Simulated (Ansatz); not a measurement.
`F[Si](F)(F)[SiH3]` + `CN[SiH3]` → `CN([SiH3])[SiH3]` + `F[SiH](F)F` at 700 K and 1 bar (cleavage of the Si–Si bond).

Program: Ansatz. Geometries: PBE0-D4/def2-TZVP. ΔE: electronic, gas phase. CCSD(T)/CBS is the MP2 limit (def2-TZVPP, def2-QZVPP) plus CCSD(T) − MP2 in def2-TZVPP, frozen cores.

| species | CCSD(T)/CBS energy (Eh) | H − E (kJ/mol) | S (J/(mol·K)) |
| --- | --- | --- | --- |
| `F[Si](F)(F)[SiH3]` | -879.54323 | 163.8 | 450.4 |
| `CN[SiH3]` | -386.04948 | 271.2 | 396.1 |
| `CN([SiH3])[SiH3]` | -676.35037 | 336.0 | 489.3 |
| `F[SiH](F)F` | -589.26725 | 92.9 | 344.3 |

H − E and S are ideal-gas, rigid-rotor, harmonic terms from PBE0-D4/def2-TZVP, for one conformer and one mirror image of each species. 1 Eh = 2625.50 kJ/mol, R = 8.31446 J/(mol·K).

Task: By hand: ΔE, ΔH, ΔS and ΔG.

Result: ΔE = (-676.35037) + (-589.26725) − (-879.54323) − (-386.04948) = -0.02491 Eh = -65.4 kJ/mol. Δ(H − E) = 336.0 + 92.9 − 163.8 − 271.2 = -6.1, so ΔH = -71.5 kJ/mol. ΔS = 489.3 + 344.3 − 450.4 − 396.1 = -12.9 J/(mol·K). ΔG = -71.5 − 700 × (-12.9)/1000 = -62.5 kJ/mol.

Task: By hand: the equilibrium constant, and the temperature at which ΔG would vanish if ΔH and ΔS stayed fixed.

Result: log₁₀ K = −ΔG/(RT ln 10) = 4.7. ΔG = 0 at ΔH/ΔS = 5543 K, far beyond where these terms or the molecules hold.

The number of gas molecules stays the same, so ΔS is small and ΔH decides. A doubt of 5 kJ/mol in ΔE shifts log₁₀ K by 0.4 here. Other conformers and mirror images would add mixing entropy, several J/(mol·K) or more a flexible species. These are equilibria of isolated gas molecules and say nothing of rates. Largest T1 diagnostic: 0.013 (customary marks: 0.02 for closed shells, 0.045 for open ones).
